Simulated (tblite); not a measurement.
Species: C6H9O (doublet state).
SMILES with atom numbers: `[CH2:1]=[CH:2][C@@H:3]1[CH2:4][C:5]1[O:6][CH3:7]` (hydrogens: H8, H9 on C1; H10 on C2; H11 on C3; H12, H13 on C4; H14, H15, H16 on C7)

Structure used (GFN2-xTB), in Å, numbered top down from 1:
```xyz
16
C6H9O angstrom
C     -2.1726    0.7819    1.0851
C     -1.5484    0.8210   -0.0816
C     -0.3925   -0.0232   -0.4351
C     -0.4816   -1.5456   -0.2201
C      0.3991   -0.7220    0.6108
O      1.7479   -0.8504    0.7019
C      2.4793    0.3539    0.6922
H     -1.8416    0.1258    1.8725
H     -3.0235    1.4054    1.2969
H     -1.8849    1.4966   -0.8572
H      0.1315    0.3038   -1.3323
H     -0.0574   -2.2107   -0.9647
H     -1.4028   -1.9084    0.2123
H      2.0619    1.0741    1.4024
H      3.4990    0.1025    0.9790
H      2.4790    0.8042   -0.3058
```

Level: GFN2-xTB in tblite, geometry and Hessian alike; calculated harmonic values, unscaled, isolated species. The method is semi-empirical: single wavenumbers can be off by several per cent or more. One conformer, not necessarily the lowest. Open shells enter through the occupations alone, without spin polarisation, and single modes of such species can be off by tens of per cent.

Harmonic wavenumbers (cm⁻¹): 49.3, 62.1, 133.0, 148.5, 191.9, 282.5, 370.7, 481.8, 546.5, 641.8, 799.5, 824.1, 879.9, 924.8, 987.1, 996.8, 1011.3, 1035.5, 1043.2, 1059.5, 1100.1, 1115.1, 1150.6, 1198.9, 1269.5, 1301.9, 1391.0, 1398.8, 1411.2, 1459.3, 1468.1, 1479.1, 1690.7, 2931.2, 2950.4, 2959.4, 3011.2, 3026.5, 3054.8, 3072.3, 3106.3, 3135.2.

A = 5015, B = 1716, C = 1501 MHz; mass 97.065 u (most abundant isotopes); point group C1, symmetry number 1; spin multiplicity 2.

Question: Zero-point energy?

Answer: Half the sum of the wavenumbers: 28576 cm⁻¹ = 81.70 kcal/mol.

Question: Give the ideal-gas entropy at 200 K and 1 bar in the rigid-rotor, harmonic-oscillator model (classical rotation).

Answer: Translation 37.67, rotation 26.42, vibration 15.49, spin (R ln 2) 1.38: S = 81.0 cal/(mol K).

Question: And Cp and H(200 K) − H(0)?

Answer: Cp = 22.92 cal/(mol K), of which vibrations give 14.97 (their classical limit is 42 R = 83.5); H(200 K) − H(0) = 3.21 kcal/mol without the zero-point energy, 1.62 from vibrations.

Question: Blend soft modes into free rotors: weight 1/[1 + (100 cm⁻¹/ν̃)⁴] for the oscillator and the rest for a rotor with moment μB/(μ + B), μ = h/(8π²ν), B = 10⁻⁴⁴ kg m². What vibrational entropy results?

Answer: 14.12 cal/(mol K) in place of 15.49, which changes −T·S at 200 K by +0.27 kcal/mol.

Question: What must be added to the electronic energy to get the Gibbs energy at 200 K and 1 bar?

Answer: ZPE + [H(200 K) − H(0)] − T·S = 81.70 + 3.21 − 16.19 = 68.72 kcal/mol.

Question: Which modes carry the vibrational entropy at 200 K?

Answer: 49.3 cm⁻¹: 4.06; 62.1 cm⁻¹: 3.60; 133.0 cm⁻¹: 2.15; 148.5 cm⁻¹: 1.95; 191.9 cm⁻¹: 1.50; 282.5 cm⁻¹: 0.89 cal/(mol K); the other 36 give 1.35 together.

Hindered rotation and anharmonicity are outside this model. Other conformers, if any are populated, would add a mixing term that is left out. The structure is chiral; the term R ln 2 for an equal mix with its mirror image is left out.
